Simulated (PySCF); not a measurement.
Ge(Cl)3(SiH3) (Cl3GeH3Si), SMILES [Cl][Ge]([SiH3])([Cl])[Cl]. Coordinates come from a PBE-D3(BJ)/def2-SVP optimisation.

Give the equilibrium geometry at PBE-D3(BJ)/def2-SVP (PySCF confirms it by a frequency run) as bond lengths and angles, and its point group. (Estimate from the structure and the level; the computed values follow.)

point group C3v.
Atoms: Si1 Ge2 Cl3 Cl4 Cl5 H6 H7 H8. Bond lengths (Å): Si1–Ge2 2.392, Si1–H6 1.500, Si1–H7 1.500, Si1–H8 1.500, Ge2–Cl3 2.174, Ge2–Cl4 2.174, Ge2–Cl5 2.174. Bond angles (°): Ge2–Si1–H6 107.5, Ge2–Si1–H7 107.5, Ge2–Si1–H8 107.5, H6–Si1–H7 111.3, H6–Si1–H8 111.3, H7–Si1–H8 111.3, Si1–Ge2–Cl3 111.3, Si1–Ge2–Cl4 111.3, Si1–Ge2–Cl5 111.3, Cl3–Ge2–Cl4 107.5, Cl3–Ge2–Cl5 107.5, Cl4–Ge2–Cl5 107.5.
